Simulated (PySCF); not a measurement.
## [PbBr3]+ at several levels of theory

Computed with PySCF 2.14.0 (density fitting, no spin-orbit coupling) at the geometry relaxed with B3LYP:

```xyz
4
[PbBr3]+ (singlet)
Pb    0.0000    0.0000    0.0000
Br    2.5347    0.0000    0.0000
Br   -1.2674    2.1951    0.0000
Br   -1.2674   -2.1951    0.0000
```

| level | basis | state | HOMO (eV) | gap (eV) | charge on Pb1 (e) | dipole about the centre of mass (D) | largest force component (eV/Å) |
| --- | --- | --- | --- | --- | --- | --- | --- |
| B3LYP | Pb def2-SVP with ECP60, Br def2-SVP | singlet | -13.49 | 2.93 | 0.89 | 0.00 | 0.01 |
| wB97X | the same | singlet | -16.19 | 7.56 | 0.96 | 0.00 | 0.65 |
| B3LYP | Pb def2-TZVP with ECP60, Br def2-TZVP | singlet | -13.54 | 3.02 | 1.01 | 0.00 | 0.30 |
| B3LYP | Pb x2c-SVPall, Br x2c-SVPall | singlet | -13.46 | 2.89 | 0.95 | 0.00 | 0.20 |

Charges are Mulliken's, which hang on the basis. The relaxation used the grid (50, 194), these runs (75, 302) or, all-electron (x2c bases, spin-free X2C Hamiltonian), (99, 590).

Problem. A further run in the first row's basis gives HOMO (eV) -16.82, gap (eV) 9.47, charge on Pb1 (e) 1.19, dipole about the centre of mass (D) 0.00, largest force component (eV/Å) 0.63. Which level was it?
A. PBE
B. PBE0
C. HF

Solution. C. The others give HOMO -13.84 eV (PBE0); -12.47 eV (PBE).

In the first row's basis the gap widens with exact exchange: 1.5 eV for PBE (none); 2.9 to 3.4 eV for B3LYP, PBE0 (a fixed share); 7.6 to 9.5 eV for wB97X, Hartree–Fock (rising or full at long range).
